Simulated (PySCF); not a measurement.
Working out the ionisation energy of P⁺

P⁺ [Ne] 3s2 3p2 (3P) → P²⁺ [Ne] 3s2 3p1 (2P). Calculation: PySCF 2.14, in x2c-TZVPPall with one added diffuse shell each of s, p, d type (6s6p4d1f, 51 functions); scalar relativity by spin-free X2C-1e. Frozen: [Ne]. Energies in hartree (1 hartree = 27.21139 eV):

| part | P⁺ (lower) | P²⁺ (upper) |
| --- | --- | --- |
| UHF | -341.162664 | -340.458913 |
| CCSD correlation | -0.082465 | -0.064594 |
| (T) | -0.002318 | -0.001037 |

Question: What does Hartree-Fock give?

Answer: (-340.458913) − (-341.162664) = 0.703751 hartree = 19.150 eV.

Question: What do CCSD and CCSD(T) give?

Answer: The CCSD correlation energies differ by 0.017871 hartree = 0.486 eV and the triples by 0.001281 hartree = 0.035 eV, so CCSD gives 19.636 eV and CCSD(T) 19.671 eV.

A first-order spin-orbit estimate adds -0.007 eV to CCSD(T) (valence), giving 19.664 eV against 19.769 eV (semi-empirical (NIST evaluation); NIST Atomic Spectra Database, ionization energies).

What remains against the reference includes basis incompleteness, the frozen core and higher excitations.
